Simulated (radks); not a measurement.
Values are calculated unless marked as measured or tabulated.
Spherical quantum dot in the effective-mass picture: electrons in a well V = -V0 / (1 + exp((r - R)/a)) with V0 = 7.78, R = 5.37, a = 0.57, with a point charge +1 (a donor) at the centre, all in effective atomic units (hartree* = m*/eps^2 hartree, bohr* = eps/m* bohr), one dielectric constant everywhere. Level of theory: non-relativistic Kohn-Sham, PBEsol, spin-polarised, spherical densities (a radial shooting solver with Libxc functionals). Levels are named by radial order and angular momentum (1s, 1p, 1d, 2s, ...), and open shells are averaged over m.

N = 23, configuration 1s2 1p6 1d10 2s2 1f(up 3, down 0). This is the lowest configuration that the search found. Occupied and some empty levels:

| level | occupation | eigenvalue (hartree*) | <r> (bohr*) |
|---|---|---|---|
| 1s up | 1 | -1.7957 | 3.214 |
| 1s down | 1 | -1.7753 | 3.176 |
| 1p up | 3 | -1.6757 | 3.488 |
| 1p down | 3 | -1.6518 | 3.473 |
| 1d up | 5 | -1.4913 | 3.646 |
| 1d down | 5 | -1.4657 | 3.638 |
| 2s up | 1 | -1.2816 | 2.051 |
| 2s down | 1 | -1.2750 | 2.065 |
| 1f up | 3 | -1.2466 | 3.782 |
| 1f down | 0 | -1.2197 | 3.778 |
| 1g up | 0 | -0.94880 | 3.905 |
| 1g down | 0 | -0.92114 | 3.903 |
| 2p up | 0 | -0.83614 | 2.895 |
| 2p down | 0 | -0.82410 | 2.890 |
| 2d up | 0 | -0.47993 | 3.260 |
| 2d down | 0 | -0.46459 | 3.256 |

Energy (hartree*): total -101.510, kinetic 11.166, external -174.32, Hartree 69.141, exchange-correlation -7.4978.
